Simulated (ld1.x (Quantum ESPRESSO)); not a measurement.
**sulfur: one change to an ultrasoft potential, before and after**

| Item | Value |
| --- | --- |
| Element | S |
| Generator | ld1.x (Quantum ESPRESSO) 7.5 |
| Type | ultrasoft |
| Functional | PBE |
| Relativity | scalar-relativistic |
| Frozen core | [Ne] |
| Valence charge | 6 |
| Reference configuration | 3s2 3p4 |
| Partial waves | 3s (bound): rcut 1.20, rcutus 1.65 bohr; 3s channel at 1.95 Ry: rcut 1.20, rcutus 1.65 bohr; 3p (bound): rcut 0.95, rcutus 1.10 bohr; 3p channel at -0.15 Ry: rcut 0.95, rcutus 1.10 bohr; 3d channel at 0.45 Ry: rcut 1.20, rcutus 1.65 bohr |
| Local potential | all-electron potential smoothed inside 1.20 bohr (lloc = -1) |
| Core correction | a·sin(br)/r model core, default radius (core density twice the valence density) |
| Augmentation charge | PSQ, inside the norm-conserving radii |

Change: local potential all-electron potential smoothed inside 0.85 bohr (lloc = -1).

Cutoffs: the cutoffs (Ry, on a coarse ladder) from which the occupation-weighted sum of valence levels, in a spherical-Bessel basis at the reference potential, stays within 10 and 1 mRy of its value at 400 Ry; they do not see the model core or the augmentation charge, which bear on the density cutoff. Errors are all-electron minus pseudo energies relative to the spin-unpolarised reference configuration.

How do hardness, ghosts and transferability respond?

The potential gets neither clearly harder nor softer (45 Ry and 50 Ry → 45 Ry and 50 Ry); both files keep a bound ghost (p); the errors of the 7 common tests hardly move; the range in which the s phases agree narrows (upper end at the end of the scan → 3.7).

```tsv
quantity	base	changed
cutoff, loose	45 Ry	45 Ry
cutoff, tight	50 Ry	50 Ry
bound ghosts	p	p
error for 3s2 3p3, meV [ΔE 11.77 eV]	-0.4	-0.4
error for 3s2 3p2, meV [ΔE 34.05 eV]	-0.1	0.0
error for 3s2 3p1, meV [ΔE 68.09 eV]	+3.5	+4.0
error for 3s1 3p5, meV [ΔE 10.31 eV]	+0.8	+0.8
error for 3s2 3p3.5, meV [ΔE 4.66 eV]	-0.2	-0.2
error for 3s0 3p6, meV [ΔE 20.74 eV]	+4.1	+4.1
error for 3s2 3p4.3, meV [ΔE -1.71 eV]	+0.1	+0.1
s: phases at 1.79 bohr within 0.05 rad from the reference energy up to (Ry; the scan ends near 5)	to the end of the scan	3.7
p: phases at 1.79 bohr within 0.05 rad from the reference energy up to (Ry; the scan ends near 5)	to the end of the scan	to the end of the scan
d: phases at 1.79 bohr within 0.05 rad from the reference energy up to (Ry; the scan ends near 5)	to the end of the scan	to the end of the scan
lowest overlap eigenvalue by channel	s 0.41, p 0.80, d 1.00	s 0.32, p 0.80, d 1.00
```

 A true bound ghost makes a file unfit for plane-wave use even where its test errors are small: the radial tests pick states by their node count and pass the ghost by.
